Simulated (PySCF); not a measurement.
## Dipole moment and polarisability of `Cn1cccc1C=O`

C6H7NO.
Cartesian coordinates in Å at the GFN2-xTB level; atoms count from 1:
```xyz
15
C6H7NO angstrom
C     -1.4190   -1.1993   -0.2387
N     -0.1452   -0.5485   -0.1238
C      1.0541   -1.1273   -0.2886
C      2.0484   -0.1861   -0.0998
C      1.4146    1.0169    0.1937
C      0.0412    0.7794    0.1760
C     -1.0179    1.7145    0.4196
O     -2.2099    1.4858    0.4001
H     -1.2686   -2.2496   -0.4838
H     -1.9721   -1.1173    0.6983
H     -2.0184   -0.7238   -1.0167
H      1.1430   -2.1692   -0.5305
H      3.1037   -0.3602   -0.1676
H      1.8803    1.9610    0.3976
H     -0.6386    2.7318    0.6424
```

Level: PBE0/def2-SVPD (PySCF), static field, nuclei fixed, core orbitals frozen in the response. The polarisability tensor in these axes (au):

```
x   104.94  -8.70  -3.48
y    -8.70  89.95   9.40
z    -3.48   9.40  52.27
```

Problem. Give the principal values, the mean and the anisotropy Δα = √{½[(α1 − α2)² + (α2 − α3)² + (α1 − α3)²]}.

Solution. Principal values 50.02, 87.31 and 109.83 au; mean 82.39 au = 12.21 Å³ = 13.58 × 10⁻⁴⁰ C²·m²/J; Δα = 52.32 au (64 % of the mean).

Problem. What is the dipole moment, and where does it point?

Solution. (2.07, -2.08, -0.54) D, 2.99 D in size, pointing from the negative to the positive side. Measured along this direction, the outermost atoms are O8 at the negative end and H13 and H12 at the positive end.

Problem. How large is μ²/3kT at 250 K beside α?

Solution. In Gaussian units μ²/3kT = 86.13 Å³ against 12.21 Å³, a ratio of 7.05; the Debye molar polarisation (4π/3)N_A(α + μ²/3kT) is 248.1 cm³/mol, leaving out the vibrational part.

Problem. In TDDFT the mean static polarisability is Σ f/ω² over all singlet excitations (ω in hartree). How much of it do the 6 lowest give? Their energies (eV) and oscillator strengths: 3.99, 0.0003; 4.99, 0.2562; 5.28, 0.1614; 6.42, 0.0039; 7.03, 0.0171; 7.05, 0.0067.

Solution. They add up to 12.35 au, 15.0 % of the 82.39 au; the largest single term is 7.63 au, from the state at 4.99 eV. Terms in order: 0.02, 7.63, 4.28, 0.07, 0.26, 0.10 au. Higher excitations give the rest. The strengths listed sum to 0.446.

Problem. What molar refraction does this α imply?

Solution. Lorentz–Lorenz: R = (4π/3)N_A α = 2.5225 cm³/(mol·Å³) × 12.21 Å³ = 30.8 cm³/mol, in the limit of long wavelengths.

Problem. What are the principal values of the traceless quadrupole moment, Θ = ½Σq(3rr − r²1), about the centre of nuclear charge?

Solution. -9.71, -2.66, 12.37 D·Å. The values depend on the origin, since the dipole doesn't vanish. The electronic extent ⟨r²⟩ about the same centre is 876 bohr², a root-mean-square distance of 2.06 Å for the 58 electrons.

Problem. Give the principal axes and the span of the nuclei along them.

Solution. Largest value along (0.89, -0.45, -0.13), where the nuclei span 5.60 Å; middle along (0.46, 0.87, 0.19), 5.27 Å; least along (0.03, -0.22, 0.97), 1.76 Å. The response follows the extents in order.

Geometry: GFN2-xTB, one conformer, isolated molecule.
